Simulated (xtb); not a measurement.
SnHI₃, SMILES [I][SnH]([I])[I]. All values are semi-empirical tight-binding results from xtb (GFN2-xTB unless named), good for trends rather than for accurate numbers. Geometry: GFN2-xTB. The structure was generated by enumeration; whether it is a known compound was not checked.

For metal compounds this method's bond lengths and energies can be far off.

Problem. Estimate the properties. (The exact figures need the calculation; the answer reports its results.)

Solution. 
The point group as xtb finds it is C3v, the orbital gap comes out as 1.93 eV and the zero-point energy is 4.2 kcal/mol. The G − E(el) at 298.15 K (modified RRHO) is -19.3 kcal/mol.
